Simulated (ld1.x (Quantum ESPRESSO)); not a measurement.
**What one change does to a pseudopotential (Nd, TM semilocal)**

neodymium (Nd), norm-conserving Troullier–Martins (semilocal form), made with ld1.x (Quantum ESPRESSO) 7.5 (PBE, scalar-relativistic). Core [Xe] 4f3, reference 5d1 6s1.75 6p0.25. Waves: 6s (bound): rc 2.60 bohr; 6p (bound): rc 3.25 bohr; 5f channel at 0.05 Ry: rc 2.90 bohr; 5d (bound): rc 3.70 bohr. Local part: the d channel. Core correction: Bessel-smoothed model core inside 1.55 bohr.

All-electron outer shells of the reference configuration (PBE, scalar-relativistic, ld1.x):

```
shell  level (eV)  outermost node (bohr)  outermost maximum (bohr)
   5p      -24.98                   0.77                      1.48
   4f       -7.21                      –                      0.65
   6s       -4.04                   1.74                      3.60
   5d       -3.17                   0.87                      2.08
   6p       -1.49                   2.06                      4.74
```

Change: wave 6s (bound): rc 2.60 bohr becomes 6s (bound): rc 3.74 bohr.

Cutoffs: the cutoffs (Ry, on a coarse ladder) from which the occupation-weighted sum of valence levels, in a spherical-Bessel basis at the reference potential, stays within 10 and 1 mRy of its value at 400 Ry; they do not see the model core or the augmentation charge, which bear on the density cutoff. Errors are all-electron minus pseudo energies relative to the spin-unpolarised reference configuration.

Problem. Predict the effect on cutoff, ghosts and configuration errors.

Solution. The potential gets softer (12 Ry and 30 Ry → 10 Ry and 15 Ry); of the 7 tests that both files solve, the error grows in 5 and shrinks in 0 by more than 15 % and 0.3 meV (median size 1.5 → 5.1 meV); neither file shows a bound ghost. A larger radius leaves more room for a smooth pseudo-wave, so fewer plane waves are needed. More of the atom is replaced by a form fitted at one configuration, so other configurations suffer. A semilocal file is local in each channel, so a ghost entry of none says nothing of the separable form that plane-wave codes build from it.

```tsv
quantity	base	changed
cutoff, loose	12 Ry	10 Ry
cutoff, tight	30 Ry	15 Ry
loose cutoff by channel (10 mRy a level)	s 8 Ry, p 6 Ry, d 10 Ry	s 6 Ry, p 6 Ry, d 10 Ry
bound ghosts	none	none
error for 5d1 6s2 6p0, meV [ΔE -0.64 eV]	+0.1	-0.1
error for 5d1 6s1 6p0, meV [ΔE 5.63 eV]	-0.1	-5.1
error for 5d1 6s0 6p0, meV [ΔE 17.06 eV]	-60	-53
error for 5d0 6s2 6p0, meV [ΔE 5.71 eV]	+16	-87
error for 5d2 6s1 6p0, meV [ΔE 0.51 eV]	-34	-53
error for 5d1 6s1.5 6p0, meV [ΔE 1.89 eV]	-0.1	-0.8
error for 5d1 6s1 6p1, meV [ΔE 1.95 eV]	-1.5	-2.1
```
